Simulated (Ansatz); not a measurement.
CH4NS, SMILES `C[N+]S` (lower singlet; C–N–S–H torsion 0°) (charge 1, multiplicity 1). This singlet lies 1.15 eV below the relaxed triplet at the level frozen-core CCSD(T)/cc-pVTZ // B3LYP-D3(BJ)/def2-TZVP (Ansatz, a first-principles code).

Cartesian coordinates (Å):
```xyz
7

C     -0.7320    -0.2085    -0.1038
N      0.2223     0.6809     0.4534
S      1.6937     0.8345     0.0754
H     -1.5755     0.4148    -0.4357
H     -0.3579    -0.8560    -0.8985
H     -1.1481    -0.7801     0.7389
H      1.8975    -0.0854    -0.9363
```
Charge +1, spin multiplicity 1.

The restricted HF start is unstable towards unrestricted orbitals.

### Question
Give the natural occupations of the active orbitals, the CASSCF energy and the corrected energy for frozen-core fic-MRCISD+Q@CASSCF(6e,6o)/cc-pVTZ // B3LYP-D3(BJ)/def2-TZVP run with Ansatz.

### Answer

```json
{
 "natural_occupations": "1.98, 1.97, 1.92, 0.08, 0.03, 0.02",
 "CASSCF energy": "-491.9707 Ha",
 "corrected_energy": "-492.4664 Ha",
 "weight_of_the_reference": "0.881"
}
```
